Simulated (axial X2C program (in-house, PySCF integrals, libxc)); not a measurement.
**Low determinants of ZrCl⁺ at the PBE0 level, 2c**

All values were computed with an in-house relativistic program for diatomic molecules. Two-component (2c) means X2C with spin–orbit coupling and atomic mean-field two-electron Coulomb and Gaunt terms. Basis: Zr dyall-cv3z [11s12p9d6f3g], Cl dyall-av3z [9s8p3d2f] (cores contracted in-house); Gaussian nuclei, density fitting, unrestricted open shells. Masses: Zr 89.905 u, Cl 34.969 u.

Search at 2.236 Å (vertical energies from the lowest determinant):

| ΔE (eV) | state | electrons beyond evenly filled partner blocks | electrons in ±ω = 1/2, 3/2, 5/2, 7/2 |
| --- | --- | --- | --- |
| 0.00 | Ω = 1 | ω = -1/2, ω = 3/2 | 39 15 2 0 |
| 0.10 | Ω = 3 | ω = 1/2, ω = 5/2 | 39 14 3 0 |
| 0.27 | Ω = 1 | ω = -3/2, ω = 5/2 | 38 15 3 0 |
| 0.54 | Ω = 2 | ω = 1/2, ω = 3/2 | 39 15 2 0 |
| 0.69 | Ω = 4 | ω = 3/2, ω = 5/2 | 38 15 3 0 |
| 0.73 | Ω = 2 | ω = -1/2, ω = 5/2 | 39 14 3 0 |
| 1.01 | Ω = 0 | none | 38 16 2 0 |

Lowest determinant, Ω = 1 (⟨Sz⟩ = -1.00, ⟨Lz⟩ = 2.00 at PBE0): Re = 2.231 Å, ωe = 463.2 cm⁻¹.

The determinant in row 2 of the search, Ω = 3 (⟨Sz⟩ = 1.00, ⟨Lz⟩ = 2.00 at PBE0), was followed along the bond at PBE0; measured from the minimum of the lowest determinant it gives:

Te = 0.097 eV (781 cm⁻¹), Re = 2.231 Å, ωe = 463.5 cm⁻¹.

Task: Compare the bond of the determinant in row 2 with that of the lowest one.

Result: At PBE0 its Re is the same within 0.001 Å and its force constant, which goes as ωe², is 1.00 times that of the lowest determinant. T0 ≈ Te + Δωe/2 = 781 + (0) = 781 cm⁻¹.

The search compares states at one distance, so a state with another bond length can lie lower; it is not exhaustive and yields mostly the lowest determinant of each block pattern, so other components and higher states of one pattern are missing. These are energies of single determinants, not of spin-adapted states; PBE0 term energies can be off by some tenths of an eV, and the functional has no current term. Open-shell Ω = 0 determinants with evenly filled partner blocks cannot be reached by this program, so the Ω shown need not be the lowest component. The lowest determinant need not be the ground state where others lie within half an eV.
